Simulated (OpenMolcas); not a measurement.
# Lines of neutral lead: computed and rescaled rates

```
Program             : OpenMolcas
Method              : CASSCF
Basis               : ANO-RCC-VQZP [9s8p6d4f3g]
Scalar Hamiltonian  : DKH2, point nucleus
Active space        : 4 electrons in 4 orbitals (6s 6p)
State averaging     : 2S+1 = 3 even, 3 roots; 2S+1 = 1 even, 6 roots; 2S+1 = 5 odd, 1 root
Spin-orbit coupling : RASSI with atomic mean-field integrals over the reference wave functions, term energies averaged over their components
```

Rates come from the transition moments of the reference wave functions (E1 and E2 in the length form). At fixed line strength A goes as λ^-3 for E1 and M1 and as λ^-5 for E2, so a rate at the computed wavelength can be rescaled to the measured one. Measured vacuum wavelengths follow from level energies in NIST Handbook of Basic Atomic Spectroscopic Data. Branching counts decays inside the model space alone, at computed energies, and the table is only a selection of the E2 and M1 lines, drawn from those between levels with measured partners whose computed energy lies within a factor of 1.5 of the measured one.

```csv
Upper,Lower,Type,λ computed (nm),λ measured (nm),A computed (s-1),A rescaled (s-1),Branching %
6s² 6p² ³P₂ [71 %],6s² 6p² ³P₁,M1,2761,3532,4.57e-01,2.18e-01,66.7
6s² 6p² ³P₁,6s² 6p² ³P₀,M1,1503,1279,4.69e+00,7.61e+00,100.0
6s² 6p² ¹S₀,6s² 6p² ¹D₂ [71 %],E2,1214,1249,9.41e-01,8.16e-01,1.2
6s² 6p² ¹D₂ [71 %],6s² 6p² ³P₂ [71 %],M1,994.8,925.3,8.50e+00,,43.5
6s² 6p² ¹D₂ [71 %],6s² 6p² ³P₂ [71 %],E2,994.8,925.3,5.05e-01,,2.6
6s² 6p² ³P₂ [71 %],6s² 6p² ³P₀,E2,973.1,938.9,2.27e-01,2.71e-01,33.1
6s² 6p² ¹D₂ [71 %],6s² 6p² ³P₁,M1,731.3,733.2,1.00e+01,,51.4
6s² 6p² ¹D₂ [71 %],6s² 6p² ³P₁,E2,731.3,733.2,4.36e-01,,2.2
6s² 6p² ¹S₀,6s² 6p² ³P₂ [71 %],E2,546.8,531.4,9.07e+00,,11.7
6s² 6p² ¹S₀,6s² 6p² ³P₁,M1,456.4,461.9,6.76e+01,,87.1
```

Spin-changing lines and M1 lines between different terms are not rescaled, since their strength hangs on the term gaps too.

The largest correction is for 6s² 6p² ³P₂ [71 %] → 6s² 6p² ³P₁ (M1): 4.57e-01 × (2761 / 3532)^3 = 2.18e-01 s-1, a factor of 0.48.

No measured rate stands beside these. Rescaling mends the energy factor alone: line strengths can still be far off where a level mixes with configurations outside the active space, and weak or spin-changing lines hang on small mixing coefficients that depend on the term gaps too, so rescaling need not improve them.

Spin-orbit splittings of 6p shells tend to come out small when the coupling is added on scalar orbitals. Computed and measured levels are paired by configuration, term and J; levels that our copy of the source lacks, or whose pairing is in doubt (as where it misses far off the trend of its configuration), stay unpaired. Where the source uses jj or jK labels, the order within each J decides. Levels of configurations outside the active space are missing.

A share in square brackets marks a mixed level and gives the weight of the term that names it.
